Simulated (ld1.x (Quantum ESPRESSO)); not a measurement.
**Which change was made? (Bi, TM)**

```json
{
 "Element": "bismuth",
 "Generator": "ld1.x (Quantum ESPRESSO) 7.5",
 "Type": "norm-conserving Troullier–Martins (Kleinman–Bylander form)",
 "Functional": "LDA (PZ)",
 "Relativity": "fully relativistic",
 "Frozen core": "[Kr] 4d10 4f14",
 "Valence charge": "23",
 "Reference configuration": "5s2 5p6 5d10 6s2 6p3",
 "Partial waves": "5s (bound): rc 1.40 bohr; 5p (bound): rc 1.20 bohr; 5d (bound): rc 1.55 bohr",
 "Local potential": "the d channel",
 "Core correction": "none"
}
```

Open shells are filled in proportion to 2j + 1 (rel_dist='average').

Occupied shells without a wave of their own: 6p, 6s. They enter only through the test configuration that unscreens the potential.

Cutoffs, loose and tight: the cutoffs (Ry, on a coarse ladder) from which the occupation-weighted sum of valence levels, in a spherical-Bessel basis at the reference potential, stays within 10 and 1 mRy of its value at 400 Ry. They do not see the model core or the augmentation charge, which bear on the density cutoff. Test errors are all-electron minus pseudo excitation energies from the reference, over the configurations 5s2 5p6 5d10 6s2 6p2; 5s2 5p6 5d10 6s2 6p1; 5s2 5p6 5d10 6s2 6p0; 5s2 5p6 5d10 6s1 6p0; 5s1 5p6 5d10 6s2 6p3; 5s2 5p5 5d10 6s2 6p3; 5s2 5p6 5d10 6s1 6p4; variants that change the core or the reference have their own tests.

The base gives: outcome: generated, misses its reference levels by 1.85 eV; cutoff, loose: 140 Ry; cutoff, tight: 180 Ry; bound ghosts: none; largest test error (meV): -1392.

On the changes marked as counting shells twice: ld1.x takes every shell without a wave as core, so the model core holds the marked electrons as well and exchange and correlation see them twice. This cancels in the reference configuration, but the file is broken for other ones, and its errors say nothing about a proper core correction.

Problem. After one change the result is: outcome: generated, misses its reference levels by 1.85 eV; cutoff, loose: 140 Ry; cutoff, tight: 180 Ry; bound ghosts: none; largest test error (meV): +1274. Which change was it?
A. wave 5d (bound): rc 1.55 bohr becomes 5d (bound): rc 2.00 bohr
B. core [Xe] 4f14 5d10, valence charge 5; reference 6s1 6p4; waves now 6p (bound): rc 1.75 bohr; 6s (bound): rc 1.65 bohr; local potential the s channel; core correction a·sin(br)/r model core inside 1.65 bohr
C. core correction full core density, not smoothed (it rises at the typed radius of 1.32 bohr, so ld1.x skipped the fit) (6p, 6s counted twice)

Solution. A. The others give: core correction full core density, not smoothed (it rises at the typed radius of 1.32 bohr, so ld1.x skipped the fit) (6p, 6s counted twice) → outcome: generated, misses its reference levels by 1.85 eV; cutoff, loose: 140 Ry; cutoff, tight: 180 Ry; bound ghosts: none; largest test error (meV): -2450 | core [Xe] 4f14 5d10, valence charge 5; reference 6s1 6p4; waves now 6p (bound): rc 1.75 bohr; 6s (bound): rc 1.65 bohr; local potential the s channel; core correction a·sin(br)/r model core inside 1.65 bohr → outcome: generated; cutoff, loose: 70 Ry; cutoff, tight: 100 Ry; bound ghosts: p3/2; largest test error (meV): -627.
